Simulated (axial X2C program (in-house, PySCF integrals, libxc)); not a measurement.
**CrF⁺: the levels of the configuration d3 s1 p(π)0**

Computed with an in-house all-electron X2C program for linear molecules (integrals from PySCF): two-component X2C with atomic mean-field Coulomb and Gaunt terms, basis Cr dyall-v3z, F dyall-v3z (cores contracted in-house). Orbitals come from Hartree–Fock averaged over the configuration Cr d3 s1 p(π)0; CI then distributes these electrons over the d, s, p(π) shells of Cr.

R = 1.706 Å (near the minimum of the configuration average).

Lowest levels of this model:

| Ω | energy (cm⁻¹) | g∥ | configuration |
| --- | --- | --- | --- |
| 0 | 0 | 0.00 | 98% d4 |
| 1 | 3 | 4.00 | 98% d4 |
| 2 | 11 | 8.01 | 98% d4 |
| 1 | 2722 | 6.00 | 70% d4 + 29% d3 s1 |
| 0 | 2771 | 0.00 | 70% d4 + 29% d3 s1 |
| 0 | 2783 | 0.00 | 70% d4 + 29% d3 s1 |
| 1 | 2833 | 2.01 | 70% d4 + 29% d3 s1 |
| 2 | 2889 | 6.00 | 70% d4 + 29% d3 s1 |
| 3 | 2946 | 10.01 | 70% d4 + 29% d3 s1 |
| 0 | 5856 | 0.00 | 55% d4 + 43% d3 s1 |
| 0 | 5856 | 0.00 | 55% d4 + 43% d3 s1 |
| 1 | 5963 | 0.00 | 55% d4 + 43% d3 s1 |
| 2 | 6068 | 4.00 | 56% d4 + 43% d3 s1 |
| 3 | 6170 | 8.01 | 56% d4 + 43% d3 s1 |
| 4 | 6270 | 12.01 | 56% d4 + 43% d3 s1 |
| 0 | 17951 | 0.00 | 81% d3 s1 + 17% d4 |
| 0 | 17966 | 0.00 | 80% d3 s1 + 18% d4 |
| 0 | 18071 | 0.00 | 76% d3 s1 + 24% d4 |
| 2 | 18130 | 6.04 | 80% d3 s1 + 19% d4 |
| 3 | 18341 | 9.99 | 73% d3 s1 + 27% d4 |
| 3 | 19747 | 8.01 | 79% d3 s1 + 20% d4 |
| 4 | 21425 | 11.49 | 51% d4 + 47% d3 s1 |
| 4 | 21521 | 8.36 | 89% d4 + 9% d3 s1 |
| 5 | 21570 | 11.94 | 95% d4 |
| 4 | 21852 | 9.99 | 85% d4 + 12% d3 s1 |
| 5 | 22110 | 10.06 | 63% d4 + 36% d3 s1 |
| 6 | 22215 | 14.00 | 63% d4 + 36% d3 s1 |
| 5 | 24487 | 13.99 | 100% d3 s1 |

g∥ is the magnitude of 2⟨Lz + ge Sz⟩ for the +Ω component.

This point took 0.67 s on 1 thread of Intel(R) Xeon(R) Platinum 8488C (Sapphire Rapids) (shared host).

There is no dynamic correlation: spin–orbit spacings and, for f shells, spacings inside one term are the most reliable numbers, splittings between terms come out too wide, and energies between configurations are not reliable, so the lowest level need not be the ground state of the molecule. The lowest levels belong to d4, not to the averaged configuration, so orbitals and distance suit them less well. For d shells the ligand-field splittings (σ, π, δ) and their order can be off by a thousand cm⁻¹ or more. At most 4 roots were kept for each Ω > 0 (twice that for Ω = 0) within 3.2 eV of the lowest, so higher up levels can be missing between those listed; levels with Ω > 0 are doubly degenerate and listed once, Ω = 0 levels singly. States that fill the shells left empty in the average are placed too high.
